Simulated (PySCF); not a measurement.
Si(H)(OMe)2(SeH), SMILES CO[SiH]([SeH])OC (C₂H₈O₂SeSi), CAM-B3LYP/def2-SVP optimised geometry.

```
14

Si    -1.48     0.54     0.00
Se    -2.11    -0.61     1.88
O     -2.00    -0.18    -1.38
C     -1.76    -1.50    -1.80
O      0.16     0.54     0.00
C      1.04     1.13     0.93
H     -2.07     1.90     0.00
H     -3.49    -0.12     1.81
H     -2.04    -2.23    -1.03
H     -0.69    -1.65    -2.04
H     -2.35    -1.69    -2.70
H      2.07     0.88     0.64
H      0.94     2.23     0.94
H      0.86     0.76     1.95
```

Density from CAM-B3LYP/def2-TZVP (PySCF 2.14.0) at that geometry.

Minimum of the electron density along straight lines between bonded atoms, close to the bond critical point (lines longer than 1.1 times the sum of covalent radii, or with two minima, are not listed):

| bond | length / Å | ρ at the minimum / e bohr⁻³ | ∇²ρ there / e bohr⁻⁵ | position (fraction from the first atom) |
|---|---|---|---|---|
| Si1–Se2 | 2.291 | 0.092 | ? | 0.35 |
| Si1–O3 | 1.637 | 0.142 | 0.83 | 0.41 |
| O3–C4 | 1.407 | 0.256 | -0.50 | 0.65 |
| Si1–O5 | 1.647 | 0.138 | 0.80 | 0.41 |
| O5–C6 | 1.404 | 0.257 | -0.51 | 0.65 |
| Si1–H7 | 1.479 | 0.128 | 0.11 | 0.49 |
| Se2–H8 | 1.469 | ? | ? | 0.63 |
| C4–H9 | 1.103 | 0.279 | -0.97 | 0.65 |
| C4–H10 | 1.102 | 0.280 | -0.98 | 0.65 |
| C4–H11 | 1.099 | 0.282 | -1.00 | 0.65 |
| C6–H12 | 1.100 | 0.282 | -1.00 | 0.65 |
| C6–H13 | 1.104 | 0.278 | -0.97 | 0.65 |
| C6–H14 | 1.104 | 0.279 | -0.97 | 0.65 |

**Question.** Fill in the missing entries.

**Answer.** 
- Si1–Se2, ∇²ρ there / e bohr⁻⁵: -0.03
- Se2–H8, ρ at the minimum / e bohr⁻³: 0.174
- Se2–H8, ∇²ρ there / e bohr⁻⁵: -0.31
